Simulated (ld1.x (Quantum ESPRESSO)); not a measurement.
Co (Z = 27): from the effect back to the setting (ultrasoft)

Base potential:

| Property | Result |
| --- | --- |
| Element | Co (Z = 27) |
| Generator | ld1.x (Quantum ESPRESSO) 7.5 |
| Type | ultrasoft |
| Functional | PBE |
| Relativity | fully relativistic |
| Frozen core | [Ne] 3s2 |
| Valence charge | 15 |
| Reference configuration | 3p6 3d7 4s0 4p0 (charge +2) |
| Partial waves | 4s (bound, empty): rcut 1.35, rcutus 1.80 bohr; 4s channel at -0.75 Ry: rcut 1.35, rcutus 1.80 bohr; 3p (bound): rcut 1.10, rcutus 1.50 bohr; 4p (bound, empty): rcut 1.10, rcutus 1.50 bohr; 3d (bound): rcut 1.35, rcutus 1.40 bohr; 3d channel at -0.6 Ry: rcut 1.35, rcutus 1.40 bohr |
| Local potential | all-electron potential smoothed inside 1.45 bohr (lloc = -1) |
| Core correction | Bessel-smoothed model core, default radius (core density twice the valence density) |
| Augmentation charge | PSQ, radius 1.20 bohr |

Open shells are filled in proportion to 2j + 1 (rel_dist='average').

Cutoffs, loose and tight: the cutoffs (Ry, on a coarse ladder) from which the occupation-weighted sum of valence levels, in a spherical-Bessel basis at the reference potential, stays within 10 and 1 mRy of its value at 400 Ry. They do not see the model core or the augmentation charge, which bear on the density cutoff. Test errors are all-electron minus pseudo excitation energies from the reference, over the configurations 3p6 3d7 4s2 4p0; 3p6 3d7 4s1 4p0; 3p6 3d6 4s0 4p0; 3p6 3d6 4s2 4p1; 3p5 3d7 4s2 4p0; 3p6 3d7.5 4s1.5 4p0; 3p6 3d7 4s1 4p1; variants that change the core or the reference have their own tests.

A file whose overlap is not positive is unfit for use, and its test errors describe a broken file.

Only the scale of all radii but the core radius (base = 1) is moved (3 further runs of the sweep failed or gave no value and are left out):

```csv
scale of all radii but the core radius (base = 1),"cutoff, loose","cutoff, tight",bound ghosts,largest test error (meV)
0.76,120 Ry,180 Ry,s,test run stopped at test 1 of 7 (negative rho)
1.23,35 Ry,60 Ry,none,+44 over the solved tests; 3 of 7 tests not solved or not reliable
1.31,35 Ry,50 Ry,none,-6.4 over the solved tests; test run stopped at test 3 of 7 (negative rho)
1.37,30 Ry,45 Ry,none,-15 over the solved tests; test run stopped at test 3 of 7 (negative rho)
```

Task: One more run gave cutoff, loose: 45 Ry; cutoff, tight: 80 Ry; bound ghosts: none; largest test error (meV): +5.0 over the solved tests; test run stopped at test 4 of 7 (negative rho), 1 before it not solved. Which value of the scale of all radii but the core radius (base = 1) was used?

Result: 1.1. The tight cutoff moves one way along this sweep, from 180 Ry at 0.76 to 45 Ry at 1.37, which places the run between 0.76 and 1.23.
